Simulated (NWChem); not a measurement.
Species: BBr2, doublet; SMILES Br[B]Br

```xyz
3

Br     1.6878     0.0000    -0.0573
B      0.0000     0.0000     0.8016
Br    -1.6878     0.0000    -0.0573
```
Atoms are numbered in this order, from 1.

Computed with NWChem. Spin-unrestricted. In the optimisation the excess spin sits in a1 (C2v, its own frame). Coordinates come from a PBE-D3(BJ)/def2-SVP, spin-unrestricted optimisation. No stability test was run on the SCF state. Total energies of different functionals are on different scales.

```tsv
level	energy (Ha)	highest occupied level (eV)	lowest empty minus highest occupied level, either spin (eV)	dipole (D)	<S²>
B3LYP/def2-SVP	-5172.5661	-5.93	3.53	0.56	0.753
PBE/def2-SVP	-5171.7010	-4.94	[?]	0.70	0.753
BLYP/def2-SVP	-5172.5490	-4.68	1.78	0.72	0.752
PW6B95/def2-SVP	-5174.8101	-6.23	3.96	0.54	0.753
UHF/def2-SVP	-5168.8752	-9.58	10.83	0.00	0.756
RPBE/def2-SVP	-5172.2070	-4.93	1.96	0.67	0.754
LRC-wPBEh/def2-SVP	-5171.8775	-8.15	7.59	0.47	0.754
LC-BLYP (range parameter 0.33 per bohr)/def2-SVP	-5171.7336	-8.38	8.16	0.55	0.753
KT2/def2-SVP	-5192.5218	-5.10	2.03	0.60	0.756
```

**Question.** Fill in the missing entries.

**Answer.** 
- PBE/def2-SVP, lowest empty minus highest occupied level, either spin (eV): 1.90
